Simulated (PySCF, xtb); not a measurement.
C₃H₇NOSi, SMILES C#C[Si@@H](OC)N.

GFN2-xTB (xtb 6.7.1) at its own geometry gives an orbital gap of 5.05 eV and a dipole moment of 1.14 D.

The structure is a stationary point at B3LYP-D3(BJ)/def2-SVP. The structure was generated by enumeration; whether it is a known compound was not checked. One conformer was computed; it need not be the lowest.

**Question.** What does M06-2X/def2-TZVP (PySCF) give? (The exact figures need the calculation; the answer reports its results.)

**Answer.** gap 9.93 eV (levels -9.22 and 0.72 eV), dipole 0.45 D.
